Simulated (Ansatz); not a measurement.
Job for Ansatz (a first-principles code): R-wB97M-V/def2-TZVPP on Cl3Ga (SMILES [Cl][Ga]([Cl])[Cl]), atoms moved off the minimum.

Ansatz 0.2 input:
```yaml
crystal:
  periodic: [false, false, false]
  atoms:
    - {symbol: Ga, position_ang: [0.03178356, 0.02428739, 0.03583425]}
    - {symbol: Cl, position_ang: [-1.79899691, -1.15623772, -0.17960588]}
    - {symbol: Cl, position_ang: [0.09756422, 2.00099843, -0.74810792]}
    - {symbol: Cl, position_ang: [1.70846616, -0.87859895, 0.96495634]}
basis:
  gaussian:
    orbitals: def2-TZVPP
hamiltonian:
  xc: {name: wB97M-V}
scf: {lower_state_search: off}
output: {forces: true}
```

Program output:

```
WARN ansatz: RAYON_NUM_THREADS=4 ignored (pool sized by the plan → 4); use --threads N
Functional definition: wB97M-V
these checks for a lower state are left out or cut short: stability, starts, cluster_reference, orbital_swaps, neighbouring_geometries, increment
integrals: 0.17 GiB planned
1333 factors; their error is unknown
integrals: 0.20 GiB planned
202 factors; integrals over basis functions are off by at most 3.5e-5 eV
mean field: 1.36 GiB planned
mean field evaluation 1: about -89945.2508 eV, gradient 3.0e1 eV
mean field evaluation 2: about -89945.5345 eV, gradient 3.5e1 eV
mean field evaluation 4: about -89947.0188 eV, gradient 9.2e-1 eV
mean field evaluation 8: about -89947.1796 eV, gradient 1.7e-2 eV
mean field evaluation 16: about -89947.1796 eV, gradient 1.3e-5 eV
mean field -89947.17962076 eV, -3305.4978826747 hartree, gradient 1.2e-6 eV, S^2 0.000000; 0 other end points of the search recorded, 0 dependent functions left out
the calculation of the forces begins
reference -89947.17966088 eV, -3305.4978841491 hartree; 41, 41 occupied and 133, 133 virtual orbitals, 1333 factors
Total energy: -89947.17966088 eV, -3305.4978841491 hartree
Atom 0 at     0.031784     0.024287     0.035834 Å, force    -0.796699    -0.445867    -0.206594 eV/Å
Atom 1 at    -1.798997    -1.156238    -0.179606 Å, force     0.942883     0.640719     0.123125 eV/Å
Atom 2 at     0.097564     2.000998    -0.748108 Å, force    -0.002637    -0.317226     0.154558 eV/Å
Atom 3 at     1.708466    -0.878599     0.964956 Å, force    -0.143547     0.122373    -0.071089 eV/Å
Dipole moment:     0.070614     0.053934     0.024635 e Å
Checks for a lower state left out: stability, starts, cluster_reference, orbital_swaps, neighbouring_geometries, increment
```

The run converged.

Cost: roughly 14 core-seconds.
